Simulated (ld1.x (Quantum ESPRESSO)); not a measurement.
Mn (Z = 25): one change to an ultrasoft potential, before and after

- Element: manganese
- Generator: ld1.x (Quantum ESPRESSO) 7.5
- Type: ultrasoft
- Functional: PBE
- Relativity: scalar-relativistic
- Frozen core: [Ar]
- Valence charge: 7
- Reference configuration: 3d5 4s0 4p0 (charge +2)
- Partial waves: 4s (bound, empty): rcut 1.55, rcutus 2.05 bohr; 4s channel at 0.75 Ry: rcut 1.55, rcutus 2.05 bohr; 4p (bound, empty): rcut 2.10, rcutus 2.85 bohr; 4p channel at 4 Ry: rcut 2.10, rcutus 2.85 bohr; 3d (bound): rcut 1.20, rcutus 1.60 bohr; 3d channel at 2.55 Ry: rcut 1.20, rcutus 1.60 bohr
- Local potential: all-electron potential smoothed inside 2.00 bohr (lloc = -1)
- Core correction: none
- Augmentation charge: PSQ, radius 1.35 bohr

Change: local potential all-electron potential smoothed inside 3.06 bohr (lloc = -1).

Cutoffs: the cutoffs (Ry, on a coarse ladder) from which the occupation-weighted sum of valence levels, in a spherical-Bessel basis at the reference potential, stays within 10 and 1 mRy of its value at 400 Ry; they do not see the model core or the augmentation charge, which bear on the density cutoff. Errors are all-electron minus pseudo energies relative to the spin-unpolarised reference configuration.

Predict the effect on cutoff, ghosts and configuration errors.

The potential gets neither clearly harder nor softer (40 Ry and 70 Ry → 40 Ry and 70 Ry); the number of tests that count goes from 7 to 5; of the 5 tests that both files solve, the error grows in 3 and shrinks in 0 by more than 15 % and 0.3 meV (median size 123.0 → 125.1 meV); neither file shows a bound ghost at the reference potential, the only one tested. The local part now departs from the all-electron potential out to 3.06 bohr, far beyond the d radius of 1.60 bohr, and whatever the projectors do not describe feels it: the likely cause.

| quantity | base | changed |
| --- | --- | --- |
| cutoff, loose | 40 Ry | 40 Ry |
| cutoff, tight | 70 Ry | 70 Ry |
| bound ghosts | none | none |
| tests counted (converged, no solver errors) | 7 of 7 | 5 of 7 |
| error for 3d4 4s0 4p0, meV [ΔE 32.52 eV] | -123 | -125 |
| error for 3d6 4s0 4p0, meV [ΔE -17.20 eV] | -1.9 | -27 |
| error for 3d4 4s2 4p1, meV [ΔE -16.21 eV] | +378 | +639 |
| error for 3d5 4s0 4p1, meV [ΔE -10.86 eV] | +58 | +56 |
| error for 3d4 4s2 4p0, meV [ΔE -10.83 eV] | +266 | +568 |
| lowest overlap eigenvalue by channel | s 0.56, p 0.36, d 0.87 | s 0.78, p 0.42, d 0.95 |

Changed file: Tests not counted: 3d5 4s2 4p0 (solver errors, printed error -386 eV); 3d5 4s1 4p0 (solver errors, printed error -371 eV).
